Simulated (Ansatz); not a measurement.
Frontier orbitals of CH$_{5}$AlO$_{2}$Si (`O=[CH][Al]([OH])[SiH3]`).

Cartesian coordinates in Å:
```
O 1.990 -0.540 -1.426
C 0.935 -0.114 -1.845
Al -0.465 0.212 -0.418
O -2.014 0.793 -0.783
Si 0.158 -0.272 1.893
H 0.838 0.053 -2.948
H -2.349 1.009 -1.652
H -0.956 0.021 2.836
H 0.527 -1.707 2.045
H 1.335 0.545 2.299
```

Charge 0, multiplicity 1. The geometry is a stationary point of PBE0-D4/def2-TZVP. It is one conformer, not always the lowest. Basis def2-TZVPP, Ansatz.

Orbital energies of one run (eV). Highest occupied ones, from the top: -5.96, -7.82, -8.95, -9.18, -9.26, -9.37, -10.76, -11.48, -12.49, -13.69, -14.39, -16.10, -26.90, -28.85. Empty: -2.69, -0.82, -0.41, 0.08, 1.24, 1.59.

Task: Which functional gave them?
A. r2SCANh
B. LDA (SPW92)
C. LC-ωPBE
D. CAM-B3LYP

Result: A. HOMO energies: r2SCANh -5.96, LDA (SPW92) -5.35, LC-ωPBE -9.22, CAM-B3LYP -7.96 eV.

LC-ωPBE has ω = 0.4 bohr⁻¹.
